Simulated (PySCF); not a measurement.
## A run with a changed setting

The sound run of [Nd(NO3)]2+ (singlet in the valence; each metal's 4f electrons, 3 of them, lie in its core potential, out of spins and levels) uses PySCF 2.14.0, RKS PBE, Nd lcecp-1-SVP with ECP49, O def2-SVP, N def2-SVP; non-relativistic Hamiltonian with scalar-relativistic core potentials where named; density fitting; no spin-orbit coupling, grid (50, 194), threshold 1e-8 and 55 cycles at the relaxed geometry:
```xyz
5

Nd    0.0000    0.0000   -0.6367
O     1.0924    0.0000    1.2873
O    -1.0924    0.0000    1.2873
N     0.0000    0.0000    2.0776
O     0.0000    0.0000    3.2391
```
This run, with dm0 from free metal ions and neutral atoms, differs:

```python
mol = gto.M(atom='''
Nd     0.00000     0.00000    -0.63672
O      1.09236    -0.00000     1.28726
O     -1.09236     0.00000     1.28726
N     -0.00000     0.00000     0.46328
O     -0.00000    -0.00000     3.23909''',
    basis={'Nd': 'lcecp-1-SVP', 'O': 'def2-SVP', 'N': 'def2-SVP'},
    ecp={'Nd': 'lcecp-1-SVP'},
    charge=2, spin=0)
mf = dft.RKS(mol, xc='PBE')
mf.grids.atom_grid = (50, 194)  # f atoms: unpruned, at least (60, 302)
mf = mf.density_fit()  # fitting sets: Nd AutoAux, O def2-universal-JKFIT, N def2-universal-JKFIT
mf.conv_tol = 1e-08; mf.max_cycle = 98
mf.kernel(dm0)
```

Q: What was changed, and how did it end?

A: One atom was put far too close to the first. The SCF did not converge. The cycle limit differs too. These settings are unsound on purpose: the numbers aren't the compound's.
```
init E= -308.053414472843
cycle= 1 E= -308.725672414507  delta_E= -0.672  |g|= 2.94  |ddm|= 4.56
cycle= 2 E= -283.823737741247  delta_E= 24.9  |g|= 8.34  |ddm|= 9.15
cycle= 3 E= -307.627326052084  delta_E= -23.8  |g|= 3.05  |ddm|= 8.28
cycle= 4 E= -299.831459752647  delta_E=  7.8  |g|= 5.04  |ddm|= 7.57
cycle= 5 E= -309.032745932861  delta_E= -9.2  |g|= 2.14  |ddm|= 7.03
...
cycle= 95 E= -310.509892061532  delta_E= 0.289  |g|= 1.12  |ddm|= 0.853
cycle= 96 E= -310.541152922224  delta_E= -0.0313  |g|= 1.08  |ddm|= 0.232
cycle= 97 E= -310.698395244172  delta_E= -0.157  |g|= 0.897  |ddm|= 1.95
cycle= 98 E= -309.974936007234  delta_E= 0.723  |g|= 1.32  |ddm|= 2.45
SCF not converged.
```

Run from Python with OMP_NUM_THREADS=2; the lines above give its settings.
It took 16 s on 2 threads of Intel(R) Xeon(R) Platinum 8488C (Sapphire Rapids), on a shared host.

An lcecp potential fixes the number of 4f electrons, so in runs with it no electron can move into or out of that shell.
